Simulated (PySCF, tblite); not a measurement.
Isomers of C5H5N2S (doublet state), one GFN2-xTB conformer each. Single-point energies are computed at B3LYP/pcH-1 (PySCF, gas phase, no added dispersion term), electronic only. GFN2-xTB treats the open shell by occupation alone, and not every SCF solution was tested for stability.

```csv
SMILES,GFN2-xTB relative energy (kcal/mol)
CC(=S)C1=NC[C]=N1,40.6
CNC(=S)/C=[C]\C#N,41.9
c1nsc([C]2CC2)n1,0.0
C#C[C@H]1[N]SC(C)=N1,26.8
[CH]1C[C@@H]1c1ncns1,22.4
C=[C]c1nsc(C)n1,8.1
```

Conformers: `[CH3:1][C:2](=[S:3])[C:4]1=[N:5][CH2:6][C:7]=[N:8]1` (doublet state) with C1–C2–C4–N5 167°; `[CH3:1][NH:2][C:3](=[S:4])/[CH:5]=[C:6]\[C:7]#[N:8]` (doublet state) with C1–N2–C3–S4 -1°, N2–C3–C5–C6 178°; `[cH:1]1[n:2][s:3][c:4]([C:5]2[CH2:6][CH2:7]2)[n:8]1` (doublet state) with S3–C4–C5–C6 0°; `[CH:1]1[CH2:2][C@@H:3]1[c:4]1[n:5][cH:6][n:7][s:8]1` (doublet state) with C2–C3–C4–N5 -29°.

What does B3LYP/pcH-1 give for the same structures?

```
              SMILES  B3LYP/pcH-1 E (Eh)  B3LYP/pcH-1 (kcal/mol)  GFN2-xTB (kcal/mol)  point group
     C=[C]c1nsc(C)n1          -701.15632                     0.0                  8.1            –
    c1nsc([C]2CC2)n1          -701.15283                     2.2                  0.0           Cs
   CNC(=S)/C=[C]\C#N          -701.15210                     2.6                 41.9      near Cs
[CH]1C[C@@H]1c1ncns1          -701.13472                    13.6                 22.4            –
   CC(=S)C1=NC[C]=N1          -701.12191                    21.6                 40.6           C1
C#C[C@H]1[N]SC(C)=N1          -701.11577                    25.4                 26.8           C1
```

GFN2-xTB puts c1nsc([C]2CC2)n1 lowest instead; measured from each level's own lowest isomer, the values differ by up to 39.3 kcal/mol (CNC(=S)/C=[C]\C#N: 41.9 against 2.6). Neighbours under 5.0 kcal/mol apart (C=[C]c1nsc(C)n1 and c1nsc([C]2CC2)n1; c1nsc([C]2CC2)n1 and CNC(=S)/C=[C]\C#N; CC(=S)C1=NC[C]=N1 and C#C[C@H]1[N]SC(C)=N1) can change places with a better method, another conformer or zero-point energy.

What happens when harmonic zero-point energies from GFN2-xTB frequencies are added?

```csv
SMILES,ZPE (kcal/mol),electronic (kcal/mol),with ZPE (kcal/mol)
C=[C]c1nsc(C)n1,55.0,0.0,0.0
c1nsc([C]2CC2)n1,56.7,2.2,3.9
CNC(=S)/C=[C]\C#N,54.6,2.6,2.2
[CH]1C[C@@H]1c1ncns1,56.2,13.6,14.7
CC(=S)C1=NC[C]=N1,55.6,21.6,22.2
C#C[C@H]1[N]SC(C)=N1,55.1,25.4,25.6
```

The zero-point energies span 2.1 kcal/mol. The lowest isomer stays, but the order above it changes.
